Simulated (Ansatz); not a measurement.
A structure relaxed at PBE-D4/def2-SVP in Ansatz, charge 0, singlet:

```tsv
atom	x (Å)	y (Å)	z (Å)
Si1	0.0211	-1.2098	1.6431
Si2	1.6022	-1.3996	-0.1474
Si3	-1.9008	-0.3930	2.8385
Si4	2.7635	-0.9724	-2.2063
Si5	-1.0972	1.7495	-0.9444
O6	1.8675	-0.4360	-3.4601
O7	0.1651	1.1847	-1.9055
O8	4.3257	-1.1022	-2.6817
O9	2.2042	-2.3846	-1.3507
O10	-1.8899	2.8786	-1.8508
O11	-2.1280	0.4463	-0.5919
O12	2.3853	-0.0434	-0.7831
O13	-0.5136	2.4025	0.4563
O14	-0.0914	-1.2838	-0.0556
O15	1.6688	-1.5989	1.5438
O16	-1.2155	-1.9570	2.4714
O17	-0.4043	0.3034	2.2715
O18	-3.1546	0.0872	1.9212
O19	-2.2833	-0.1976	4.4183
H20	1.0870	0.1071	-3.1746
H21	1.0047	1.2019	-1.3897
H22	4.8877	-1.6836	-2.1409
H23	-2.6186	3.3378	-1.4015
H24	-1.6196	-0.3903	-0.7127
H25	-0.4200	1.7725	1.2116
H26	-2.9146	0.2578	0.9614
H27	-1.7314	-0.6770	5.0598
```

**Question.** Give its formula.

**Answer.** Si5O14H8, a hydroxylated oxide cluster.

**Question.** Summarise the bond lengths by kind (pairs closer than 1.2 times the sum of covalent radii, bridged metal pairs left out).

**Answer.** 20 × O–Si 1.63 to 1.75 Å; 3 × Si–Si 2.40 to 2.41 Å; 8 × H–O 0.97 to 1.00 Å.

In the singlet geometry the species has come apart into loosely held pieces.
